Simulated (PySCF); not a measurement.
Isomers of C5H4FNO, one GFN2-xTB conformer each. Single-point energies are computed at PBE0/pcSseg-1 (PySCF, gas phase, no added dispersion term), electronic only.

```json
{"SMILES": "C=C(C#N)[C@@]1(F)CO1", "GFN2-xTB relative energy (kcal/mol)": "14.4"}
{"SMILES": "C=Cc1conc1F", "GFN2-xTB relative energy (kcal/mol)": "0.0"}
```

Conformers: `[CH2:1]=[C:2]([C:3]#[N:4])[C@@:5]1([F:6])[CH2:7][O:8]1` with C1–C2–C5–F6 3°; `[CH2:1]=[CH:2][c:3]1[cH:4][o:5][n:6][c:7]1[F:8]` with C1–C2–C3–C4 180°.

Q: What does PBE0/pcSseg-1 give for the same structures?

A: 
```csv
SMILES,PBE0/pcSseg-1 E (Eh),PBE0/pcSseg-1 (kcal/mol),GFN2-xTB (kcal/mol),point group
C=C(C#N)[C@@]1(F)CO1,-422.16279,0.0,14.4,C1
C=Cc1conc1F,-422.16259,0.1,0.0,Cs
```

GFN2-xTB puts C=Cc1conc1F lowest instead. As drawn, the lower has a three-membered ring and a C≡N group, which the higher lacks; the higher has an aromatic ring and an N–O linkage, which the lower lacks. Neighbours under 2.5 kcal/mol apart (C=C(C#N)[C@@]1(F)CO1 and C=Cc1conc1F) can change places with a better method, another conformer or zero-point energy.

Q: Which frontier levels, dipoles and rotational constants go with these structures?

A: 
```csv
SMILES,"HOMO (eV, PBE0/pcSseg-1)",LUMO (eV),dipole (D),"A, B, C (MHz)"
C=C(C#N)[C@@]1(F)CO1,-8.50,-1.97,2.96,"3258, 1959, 1329"
C=Cc1conc1F,-7.31,-1.14,3.45,"3728, 1983, 1294"
```
